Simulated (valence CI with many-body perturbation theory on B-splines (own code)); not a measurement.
Level structure of Hg9+

Computed by configuration interaction combined with many-body perturbation theory (CI+MBPT): three valence electrons over a frozen Dirac-Fock core [Xe] 4f14, radial functions for each j: 9 s, 9 p, 10 d, 8 f, 5 g, 3 h, 1 i, with the one-electron correlation potential Σ1, the two-electron term Σ2, the three-electron term Σ3, Breit, model QED; selected CI, second order for the rest, scaled by the run's own slope (own B-spline code, finite nucleus).

No measured levels were compared; by estimate terms of the open shell hold to 2 to 4 % of their energy, and close levels can change places. Core correlation moves these levels by up to 14000 cm⁻¹, and in measured spectra 5 to 20 % of such shifts remained as error; rates that hang on mixing are uncertain with them. The list stops below the first excitations out of the core.

Levels 1 to 35 of 35, with energies above the lowest level, (5d3/2^3) J=3/2. "Leading %" is the weight of the configuration and term that name the level; weights of strongly mixed levels are sums over their largest components and can fall short. In the jj column 3d3/2^4 stands for four electrons in 3d with j = 3/2.

| No. | Configuration | Term | J | E (cm⁻¹) | Leading % | g | Second component | Leading jj |
| --- | --- | --- | --- | --- | --- | --- | --- | --- |
| 1 | 5d³ | ⁴F | 3/2 | 0 | 71 | 0.554 | 23 % 5d³ ²D | 5d3/2^3 (84 %) |
| 2 | 5d³ | ⁴F | 5/2 | 14836 | 92 | 1.042 | 8 % 5d³ ²D | 5d3/2^2 5d5/2 (94 %) |
| 3 | 5d³ | ⁴F | 7/2 | 23549 | 68 | 1.140 | 26 % 5d³ ²G | 5d3/2^2 5d5/2 (74 %) |
| 4 | 5d³ | ⁴P | 3/2 | 24320 | 44 | 1.327 | 32 % 5d³ ²P | 5d3/2^2 5d5/2 (88 %) |
| 5 | 5d³ | ²G | 9/2 | 26967 | 41 | 1.127 | 32 % 5d³ ⁴F | 5d3/2^2 5d5/2 (88 %) |
| 6 | 5d³ | ⁴P | 1/2 | 28543 | 67 | 2.005 | 33 % 5d³ ²P | 5d3/2^2 5d5/2 (98 %) |
| 7 | 5d³ | ²G | 7/2 | 42184 | 65 | 1.006 | 31 % 5d³ ⁴F | 5d3/2 5d5/2^2 (82 %) |
| 8 | 5d³ | ⁴P | 5/2 | 43661 | 82 | 1.513 | 12 % 5d³ ²D | 5d3/2^2 5d5/2 (49 %) |
| 9 | 5d³ | ²H | 9/2 | 44563 | 50 | 1.120 | 50 % 5d³ ⁴F | 5d3/2 5d5/2^2 (78 %) |
| 10 | 5d³ | ²D | 3/2 | 50588 | 43 | 1.171 | 41 % 5d³ ⁴P | 5d3/2 5d5/2^2 (96 %) |
| 11 | 5d³ | ²P | 1/2 | 52928 | 66 | 1.331 | 33 % 5d³ ⁴P | 5d3/2 5d5/2^2 (98 %) |
| 12 | 5d³ | ²H | 11/2 | 55800 | 100 | 1.090 |  | 5d3/2 5d5/2^2 (100 %) |
| 13 | 5d³ | ²D | 5/2 | 60323 | 92 | 1.187 | 6 % 5d³ ⁴F | 5d3/2 5d5/2^2 (64 %) |
| 14 | 5d³ | ²F | 5/2 | 63693 | 76 | 0.981 | 12 % 5d³ ²D | 5d3/2 5d5/2^2 (74 %) |
| 15 | 5d³ | ²F | 7/2 | 66743 | 90 | 1.122 | 8 % 5d³ ²G | 5d3/2 5d5/2^2 (92 %) |
| 16 | 5d³ | ²G | 9/2 | 69469 | 58 | 1.106 | 23 % 5d³ ²H | 5d5/2^3 (89 %) |
| 17 | 5d³ | ²P | 3/2 | 74393 | 55 | 1.180 | 31 % 5d³ ²D | 5d5/2^3 (71 %) |
| 18 | 5d³ | ²D | 3/2 | 94922 | 95 | 0.831 |  | 5d3/2 5d5/2^2 (71 %) |
| 19 | 5d³ | ²D | 5/2 | 99880 | 75 | 1.161 | 17 % 5d³ ²F | 5d5/2^3 (79 %) |
| 20 | 5d²6s | ⁴F | 3/2 | 266620 | 87 | 0.456 | 12 % 5d²6s ²D | 5d3/2^2 6s (94 %) |
| 21 | 5d²6s | ⁴F | 5/2 | 270770 | 60 | 1.024 | 23 % 5d²6s ²F | 5d3/2^2 6s (90 %) |
| 22 | 5d²6s | ⁴F | 7/2 | 288180 | 91 | 1.228 | 8 % 5d²6s ²F | 5d3/2 5d5/2 6s (97 %) |
| 23 | 5d²6s | ⁴P | 1/2 | 290190 | 79 | 2.415 | 12 % 5d²6s ²S | 5d3/2^2 6s (83 %) |
| 24 | 5d²6s | ²F | 5/2 | 292920 | 49 | 0.987 | 38 % 5d²6s ⁴F | 5d3/2 5d5/2 6s (91 %) |
| 25 | 5d²6s | ⁴F | 9/2 | 299690 | 74 | 1.275 | 26 % 5d²6s ²G | 5d3/2 5d5/2 6s (71 %) |
| 26 | 5d²6s | ⁴P | 3/2 | 300970 | 81 | 1.544 | 14 % 5d²6s ²D | 5d3/2 5d5/2 6s (98 %) |
| 27 | 5d²6s | ⁴P | 5/2 | 301320 | 51 | 1.320 | 24 % 5d²6s ²D | 5d3/2 5d5/2 6s (99 %) |
| 28 | 5d²6s | ²D | 3/2 | 306780 | 41 | 1.104 | 37 % 5d²6s ²P | 5d3/2 5d5/2 6s (89 %) |
| 29 | 5d²6s | ²G | 7/2 | 306910 | 50 | 1.017 | 47 % 5d²6s ²F | 5d3/2 5d5/2 6s (91 %) |
| 30 | 5d²6s | ²P | 1/2 | 311600 | 84 | 0.954 | 13 % 5d²6s ⁴P | 5d3/2 5d5/2 6s (92 %) |
| 31 | 5d²6s | ²G | 9/2 | 321250 | 73 | 1.169 | 26 % 5d²6s ⁴F | 5d5/2^2 6s (71 %) |
| 32 | 5d²6s | ²G | 7/2 | 325380 | 49 | 1.024 | 44 % 5d²6s ²F | 5d5/2^2 6s (88 %) |
| 33 | 5d²6s | ²D | 5/2 | 326170 | 52 | 1.353 | 42 % 5d²6s ⁴P | 5d5/2^2 6s (99 %) |
| 34 | 5d²6s | ²P | 3/2 | 332280 | 61 | 1.161 | 32 % 5d²6s ²D | 5d5/2^2 6s (92 %) |
| 35 | 5d²6s | ²S | 1/2 | 358490 | 85 | 1.968 | 8 % 5d²6s ⁴P | 5d5/2^2 6s (90 %) |

The ionisation energy to 5d² ³F2 of the next ion comes out as 154.03 eV (NIST: 153 ± 2.2 eV (theoretical)). All 35 levels together are meant to be complete up to 366320 cm⁻¹.
